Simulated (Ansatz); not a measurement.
All values below come from frozen-core CCSD(T)/def2-TZVPP // PBE0-D3(BJ)/def2-TZVP (Ansatz, a program for electronic structure).

Ansatz 0.2 input:
```yaml
crystal:
  periodic: [false, false, false]
  atoms:
    - { symbol: C, position_ang: [-1.986972, 0.544182, -0.389691] }
    - { symbol: Si, position_ang: [-0.976282, -0.839299, -0.084576] }
    - { symbol: C, position_ang: [0.774257, -0.753133, 0.137686] }
    - { symbol: C, position_ang: [1.603654, 0.48146, 0.095521] }
    - { symbol: H, position_ang: [-3.059332, 0.455946, -0.52101] }
    - { symbol: H, position_ang: [-1.594062, 1.552006, -0.462192] }
    - { symbol: H, position_ang: [-1.594583, -2.180123, -0.001537] }
    - { symbol: H, position_ang: [1.309994, -1.681603, 0.323775] }
    - { symbol: H, position_ang: [1.012344, 1.378966, -0.092637] }
    - { symbol: H, position_ang: [2.141717, 0.626749, 1.039897] }
    - { symbol: H, position_ang: [2.369268, 0.414843, -0.686728] }
basis:
  gaussian: { orbitals: def2-TZVPP }
correlation:
  method: ccsd_t
magnetization:
  spin_polarized: true
  initial_magnetization: 1
```

Output:

```
Functional definition: HF
1344 factors; integrals over basis functions are off by at most 1.3e-3 eV
mean field evaluation 1: about -11059.3700 eV, gradient 2.5e1 eV
mean field evaluation 2: about -11059.3739 eV, gradient 2.5e1 eV
mean field evaluation 4: about -11063.4913 eV, gradient 3.3e0 eV
mean field evaluation 8: about -11063.7956 eV, gradient 3.4e-1 eV
mean field evaluation 16: about -11063.8057 eV, gradient 2.5e-6 eV
mean field evaluation 32: about -11063.4898 eV, gradient 3.0e0 eV
mean field evaluation 64: about -11060.5065 eV, gradient 1.1e0 eV
mean field evaluation 96: about -11063.0973 eV, gradient 1.3e0 eV
mean field -11063.80568226 eV, -406.5873595062 hartree, gradient 2.7e-6 eV, S^2 1.051241; 2 other end points of the search recorded, 0 dependent functions left out
determinant -11063.80568226 eV, -406.5873595062 hartree, with singles and doubles -11081.75472059 eV, -407.2469744987 hartree
determinant -11060.59636507 eV, -406.4694192749 hartree, with singles and doubles -11079.51266425 eV, -407.1645804477 hartree
8 core orbitals not correlated
reference -11063.80568226 eV, -406.5873595062 hartree; 12, 11 occupied and 213, 214 virtual orbitals, 1344 factors
second order -16.06315042 eV of doubles, -0.00000000 eV of singles
cycle   1  -17.66070154 eV  change    -1.3e0 eV  update   2.9e-2
cycle   2  -17.69702101 eV  change   -3.6e-2 eV  update   7.2e-3
cycle   3  -17.69800824 eV  change   -9.9e-4 eV  update   3.4e-3
cycle   4  -17.70142766 eV  change   -3.4e-3 eV  update   1.6e-3
cycle   5  -17.70378665 eV  change   -2.4e-3 eV  update   9.3e-4
cycle   6  -17.70500231 eV  change   -1.2e-3 eV  update   4.1e-4
cycle   7  -17.70546219 eV  change   -4.6e-4 eV  update   2.1e-4
cycle   8  -17.70556182 eV  change   -1.0e-4 eV  update   1.4e-4
cycle   9  -17.70546290 eV  change    9.9e-5 eV  update   8.4e-5
cycle  10  -17.70543384 eV  change    2.9e-5 eV  update   4.5e-5
cycle  11  -17.70542519 eV  change    8.7e-6 eV  update   1.9e-5
perturbative correction -0.76657300 eV, -0.0281710382 hartree
Total energy: -11082.27768045 eV, -407.2661929190 hartree
```

Cost: around 50 core-minutes (rough).
